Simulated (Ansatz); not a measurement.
Species: BH₂Se, charge 0, doublet. BH2Se (SMILES [Se]B, doublet).
B3LYP-D3(BJ)/def2-TZVP minimum from Ansatz (a quantum-chemistry and plane-wave program):
```
B
H 1 1.1916
H 1 1.1916 2 121.55
Se 1 1.8712 2 119.22 3 180.00
```
Charge 0, spin multiplicity 2.

Total energies in cc-pVDZ, 11 correlated electrons, 15 frozen orbitals. UHF or UKS for unpaired electrons; spin-orbit terms are left out. Cores are frozen in correlated methods (noble-gas shells, and filled d and f shells in the p block). No relativity.

```
method    program  energy (Eh)  minus CCSDTQ (mEh)
--------  -------  -----------  ------------------
HF         Ansatz  -2425.66052              218.15
MP2        Ansatz  -2425.83939               39.28
CCSD       Ansatz  -2425.87113                7.54
CCSD(T)    Ansatz  -2425.87731                1.36
CCSDT(Q)   Ansatz  -2425.87869               -0.03
CCSDTQ     Ansatz  -2425.87866                0.00
```

Rough core times of Ansatz's runs on a shared machine: CCSD(T) under 20 s, CCSDT(Q) 20 s, CCSDTQ 30 min.
